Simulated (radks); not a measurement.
Ni2+, 26 electrons, occupied as [Ar] 3d8. All-electron calculation, Dirac Kohn-Sham, LDA (Slater exchange, Perdew-Wang correlation), spin-unpolarised, spherical densities, finite nucleus; open shells fill j = l - 1/2 first; Fermi nuclear charge, rms radius 3.7757 fm. Program: a radial shooting solver on a logarithmic mesh with Libxc functionals.

Normalised radial functions P(r) = r R(r) (large component), r in bohr:

r,2p3/2,3p3/2,3d3/2
0.002015,0.0026,0.0010,0.0000
0.002911,0.0054,0.0021,0.0000
0.004173,0.0109,0.0041,0.0000
0.006029,0.0221,0.0084,0.0001
0.008642,0.0437,0.0165,0.0002
0.01249,0.0861,0.0325,0.0004
0.0179,0.1637,0.0617,0.0012
0.02565,0.3015,0.1133,0.0031
0.03706,0.5378,0.2012,0.0084
0.05312,0.8899,0.3294,0.0214
0.07676,1.3618,0.4917,0.0527
0.11,1.8298,0.6228,0.1187
0.159,2.0879,0.6008,0.2475
0.2278,1.8935,0.2825,0.4507
0.3292,1.2491,-0.3532,0.7134
0.4718,0.5456,-0.9895,0.9316
0.6817,0.1299,-1.2109,0.9890
0.9771,0.0146,-0.9104,0.8482
1.412,0.0005,-0.4284,0.5870
2.024,0.0000,-0.1206,0.3215
2.924,0.0000,-0.0159,0.1214

2p3/2: eigenvalue -857.54 eV, 0 radial nodes, <r> = 0.217 bohr, 90 % of the charge inside 0.354 bohr. 3p3/2: eigenvalue -90.285 eV, 1 radial node at r = 0.273 bohr, <r> = 0.783 bohr, 90 % of the charge inside 1.21 bohr. 3d3/2: eigenvalue -28.836 eV, 0 radial nodes, <r> = 0.965 bohr, 90 % of the charge inside 1.68 bohr.
